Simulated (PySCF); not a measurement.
HO4S, SMILES O=S(=O)([O-])O, charge -1. Atoms are numbered in the order given.

```xyz
6

O      1.4349    -0.2715    -0.5528
S     -0.1513     0.0272     0.0290
O      0.0635     0.0045     1.5075
O     -0.9438    -1.1019    -0.5110
O     -0.4965     1.3538    -0.5341
H      1.9569    -0.3144     0.2593
```
Charge -1, spin multiplicity 1.

Geometry: B3LYP-D3(BJ)/def2-SVPD. Other conformers were not sampled.

These are PBE/pcSseg-1 in PySCF values and carry that method's errors.

GIAO shieldings, no solvent; atoms listed in one row are averaged. δ = σ(ref) − σ: ¹⁷O against H2O (σ = 334.3 ppm); ³³S against H2S (σ = 706.5 ppm); ¹H against TMS (σ = 31.49 ppm), references at their B3LYP-D3(BJ)/def2-TZVP geometries, non-relativistic.

Computed chemical shifts:
```tsv
nucleus	atoms	count	δ (ppm)
¹⁷O	O3	1	268.3
¹⁷O	O5	1	266.2
¹⁷O	O4	1	264.2
¹⁷O	O1	1	242.5
³³S	S2	1	571.9
¹H	H6	1	3.40
```
